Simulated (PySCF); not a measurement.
Computed IR spectrum (relative IR intensity) of a molecule C5H6O. The structure is a stationary point at PBE-D3(BJ)/def2-SVP. Other conformers were not sampled. The numbers are results of PySCF with PBE-D3(BJ)/def2-SVP, not measurements. Harmonic, unscaled wavenumbers; measured fundamentals usually lie a few per cent lower.

```json
[
 {"ν (cm⁻¹)": "246", "relative intensity": "2.7"},
 {"ν (cm⁻¹)": "575", "relative intensity": "2.0"},
 {"ν (cm⁻¹)": "797", "relative intensity": "24"},
 {"ν (cm⁻¹)": "846", "relative intensity": "9.4"},
 {"ν (cm⁻¹)": "859", "relative intensity": "16"},
 {"ν (cm⁻¹)": "944", "relative intensity": "14"},
 {"ν (cm⁻¹)": "982", "relative intensity": "14"},
 {"ν (cm⁻¹)": "1125", "relative intensity": "4.3"},
 {"ν (cm⁻¹)": "1209", "relative intensity": "100"},
 {"ν (cm⁻¹)": "1307", "relative intensity": "59"},
 {"ν (cm⁻¹)": "1358", "relative intensity": "2.9"},
 {"ν (cm⁻¹)": "1426", "relative intensity": "32"},
 {"ν (cm⁻¹)": "1650", "relative intensity": "76"},
 {"ν (cm⁻¹)": "2030", "relative intensity": "2.8"},
 {"ν (cm⁻¹)": "3037", "relative intensity": "4.0"},
 {"ν (cm⁻¹)": "3058", "relative intensity": "5.0"},
 {"ν (cm⁻¹)": "3105", "relative intensity": "2.1"},
 {"ν (cm⁻¹)": "3129", "relative intensity": "3.0"}
]
```

Task: Pick the molecule that these values belong to.
A. C=C=COC=C
B. C=C1CCC1=O
C. C#C[C@H](C)C=O
D. C1=CCOC=C1

Result: A, C=C=COC=C
